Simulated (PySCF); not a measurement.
Two-dimensional NMR puzzle

Compound of formula C$_{6}$H$_{10}$O$_{2}$Si. Correlations simulated from computed shifts and the bond graph:

HSQC (one-bond C–H):
```
  δH    δC
4.11  66.4
4.06  66.4
2.25  34.2
1.90   5.5
1.03  34.2
```

COSY cross peaks (H two or three bonds apart, from the bond graph; peaks can be absent where the dihedral angle is near 90°):
```
  δH    δH
4.11  4.06
4.11  2.25
4.11  1.03
4.06  2.25
4.06  1.03
2.25  1.03
```

HMBC (two and three bonds, from the bond graph):
```
  δH                 δC
4.75  108.5, 84.2, 66.4
4.11         66.4, 34.2
4.06         66.4, 34.2
2.25               66.4
1.90        108.5, 84.2
1.03               66.4
```

Carbons without hydrogens: δ 108.5, 84.2.

PySCF calculation with structure optimised with PBE0-D3(BJ)/def2-SVP and PBE0/pcSseg-1 with gauge-including orbitals; in vacuum, rapidly exchanging positions averaged, a single conformation, non-relativistic Hamiltonian.

Shifts are taken against calculated references (same method and geometry level): TMS for 1H (σ = 31.27 ppm), 13C (σ = 184.41 ppm).

Exchangeable hydrogens are left out of these lists.

Work out the connectivity.

Results:

SMILES C1CCO[SiH](C#CC)O1.

Atoms are numbered as in `[CH3:1][C:2]#[C:3][SiH:4]1[O:5][CH2:6][CH2:7][CH2:8][O:9]1`. Each H is labelled by its parent atom. Ha(C6), Ha(C7), Ha(C8) are cis to C3 on the ring; Hb(C6), Hb(C7), Hb(C8) are trans to C3 on the ring.

1. δC 108.5 is C2, an alkyne carbon.
2. δC 84.2 is C3, an alkyne carbon.
3. δC 66.4 is C6/C8, an sp3 CH2 bonded to O (δH 4.11, 4.06).
4. δC 34.2 is C7, an sp3 CH2 in a ring (δH 1.03, 2.25).
5. δC 5.5 is C1, a propargylic methyl carbon (δH 1.90).
6. HMBC from δH 4.75 reaches the proton-free carbons C2, C3.
7. HMBC from δH 1.90 reaches the proton-free carbons C2, C3.
8. COSY links 4.11–4.06, 4.11–2.25, 4.11–1.03, 4.06–2.25, 4.06–1.03, 2.25–1.03.

This is the structure that produced the data.

Shifts are as computed. Against solution values, carbons near 30 ppm lie about +2 ppm off and those near 130 ppm about +5 ppm. Of 1211 compounds with measured shifts, 218 miss one by over three times the rms of a fit or turn the order of signals round; such compounds aren't used in these exercises.
